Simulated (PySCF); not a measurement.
CH4F2SeSi, SMILES C[Si](F)(F)[SeH].

Coordinates come from a PBE0-D3(BJ)/def2-SVP optimisation. This is a generated structure with no PubChem entry under its InChIKey; it may be hypothetical. The values are those of a single conformer.

The numbers are results of PySCF with B3LYP/def2-TZVP, not measurements.

Computed frontier levels, gap, dipole moment and polarisability:
The highest occupied level is -7.27 eV. The lowest empty level is -0.48 eV and the orbital gap comes out as 6.79 eV. The dipole moment is 2.51 D and the quadrupole, principal values (traceless, Buckingham form, about the centre of nuclear charge) is -5.69, 0.73, 4.96 D·Å. The mean static polarisability is 60.3 bohr³ (8.94 Å³) and the polarisability, principal values comes out as 51.7, 55.5, 73.7 bohr³.
